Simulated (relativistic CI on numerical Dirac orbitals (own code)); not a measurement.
**One change at a time: Sr XXII**

Base calculation: Dirac-Coulomb-Breit CI, KLI orbitals optimised for each configuration, model QED, unscaled Slater integrals.

Configuration list (outside the closed core [Ne]): 3s2 3p5, 3s 3p6, 3s2 3p4 3d, 3s 3p5 3d, 3p6 3d, 3s 3p4 3d2, 3s2 3p3 3d 4p, 3s2 3p4 4s, 3p6 4s, 3p6 4p, 3s 3p4 3d 4s, 3s2 3p4 4p, 3s2 3p3 3d2, 3s2 3p2 3d3, 3s 3p3 3d3, 3s2 3p2 3d2 4s, 3s2 3p2 3d2 4p. Double excitations out of closed p, d and f shells are left out; levels of such configurations are missing from the list, as are those of other unlisted configurations, and high levels can miss mixing partners.

Variants: (1) configuration mixing switched off. Shifts of the energy above 3s2 3p5 2P°_3/2, in cm⁻¹, for the lowest level and the first level of each name with at least 55 % of one term (blank where a level changes its place among those of its configuration and J or its character, or is not in the variant):

```csv
Level,Base,Δ(1)
3s2 3p5 2P°_3/2,0,0
3s2 3p5 2P°_1/2,114310,+1274
3s 3p6 2S_1/2,632329,+130748
3s2 3p4 3d 4D_5/2,761796,-14449
3s2 3p4 3d 4D_3/2,763102,-13897
3s2 3p4 3d 4D_7/2,773365,-15072
3s2 3p4 3d 4F_9/2,814813,-17554
3s2 3p4 3d 2P_1/2,854073,
3s2 3p4 3d 4P_1/2,861327,
3s2 3p4 3d 4F_5/2,875191,-14721
3s2 3p4 3d 4F_3/2,882510,-15084
3s2 3p4 3d 2D_5/2,934662,-12552
3s2 3p4 3d 2G_7/2,935618,-14706
3s2 3p4 3d 2G_9/2,950684,-15603
```

At this charge energies of transitions that change n are usually good to better than 1 %, and those within a shell (Δn = 0) to a few per cent.

Ionisation energy from the two ground configurations alone: base 982.343 eV. The NIST ASD value (semi-empirical) is 982.1 eV.

LS names give the leading component of a level, which can be under half, so a name can repeat, a term be missing and a line seem to break the LS rules.
